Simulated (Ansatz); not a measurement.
Wavefunction ladder for C3H8OSi, SMILES `CC(C)[Si]O`

```xyz
13

C    -1.0382   -0.5994   -0.1269
C     0.4019   -0.2951    0.2521
C     1.2748   -0.0402   -0.9793
Si    0.7014    1.1418    1.5003
O    -0.8289    1.6811    1.8193
H    -1.6537   -0.8482    0.7442
H    -1.5049    0.2496   -0.6399
H    -1.1064   -1.4504   -0.8126
H     0.8229   -1.1697    0.7755
H     2.3115    0.1831   -0.7087
H     0.9017    0.8094   -1.5608
H     1.2878   -0.9076   -1.6467
H    -1.5698    1.2458    1.3835
```

Total charge 0; spin multiplicity 1. All single points use the PBE0-D4/def2-TZVP geometry. It is one conformer, not always the lowest. Frozen core, restricted reference, Ansatz 0.2.0. CBS rows extrapolate triple and quadruple zeta; past MP2 they add the triple-zeta difference.

```
     basis     HF (Eh)  MP2 corr.
  def2-SVP  -481.81656   -0.70546
def2-TZVPP  -482.14683   -0.87584
def2-QZVPP  -482.16495   -0.93637
```

(1) Estimate the CCSD correlation energy and the (T) correction in each basis where they were run (hartree).

Answers

(1) 
| basis | CCSD corr. | (T) |
| --- | --- | --- |
| def2-SVP | -0.76437 | -0.02223 |
| def2-TZVPP | -0.92369 | -0.03693 |
| CBS(def2) | -1.02905 | as TZ |
